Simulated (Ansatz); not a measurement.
Basis-set series for CH7SSbSi, SMILES `C[SiH2][SbH][SH]`. Charge 0, multiplicity 1. Sb takes the def2 core potential. The structure was optimised at the PBE0-D4/def2-TZVP level. It is one conformer, not always the lowest.

| functional | basis | functions | energy (Eh) | HOMO (eV) | LUMO (eV) |
| --- | --- | --- | --- | --- | --- |
| PBE0-D4 | def2-TZVPP | 263 | -970.02905 | -6.94 | -1.24 |
| PBE0-D4 | def2-QZVPP | 489 | -970.05542 | -6.95 | -1.30 |
| ωB97M-V | def2-TZVPP | 263 | -970.20518 | -8.94 | 0.51 |
| ωB97M-V | def2-QZVPP | 489 | -970.23056 | -8.96 | 0.37 |

Task: Give the rows for def2-SVP. (Estimate.)

Result: Computed: 
```
functional     basis  functions  energy (Eh)  HOMO (eV)  LUMO (eV)
   PBE0-D4  def2-SVP        111   -969.73302      -6.86      -1.05
   ωB97M-V  def2-SVP        111   -969.90401      -8.85       0.85
```

Positive LUMOs are unbound and depend on the basis.
